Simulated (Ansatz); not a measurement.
Consider the formal hydrolysis of a C–Si bond: `N=[C]([SiH3])[GeH3]` + H₂O → `N=[C](O)[GeH3]` + SiH₄.

Calculated with Ansatz (gas phase, PBE0-D4/def2-TZVP geometries, no zero-point term in ΔE). CBS: MP2 limit from def2 TZ/QZ plus the TZ coupled-cluster correction, frozen cores. This one scheme is used for every species. Functionals use def2-TZVPP. For Ge outer-core shells are correlated without core-valence functions, which leaves a few kJ/mol of doubt a bond. Scalar relativity is left out up to krypton. Each species was taken in one conformer, which may not be the lowest.

```csv
level,ΔE (kJ/mol)
PBE0,-23.6
CCSD(T)/def2-TZVPP,-11.7
HF/CBS(def2),-28.9
MP2/CBS(def2),-2.7
```

What does CCSD(T)/CBS give? (An estimate is asked.)

Computed: -4.1 kJ/mol. The listed levels differ from it by -19.5, -7.6, -24.8, 1.4 kJ/mol.

Largest T1 diagnostic among the species: 0.014.

In def2-TZVPP, CCSD(T) changes the Hartree–Fock value by +18.3 kJ/mol (the triples alone add +1.0 kJ/mol) and MP2 by +19.7 kJ/mol. The D4 term adds +7.4 kJ/mol with B3LYP and +4.2 kJ/mol with PBE0; it sums over pairs of atoms, weighted by their polarisabilities, and B3LYP, whose exchange is more repulsive, gets the larger term.

B3LYP here is the variant with VWN-RPA as its local correlation; programs differ in this.
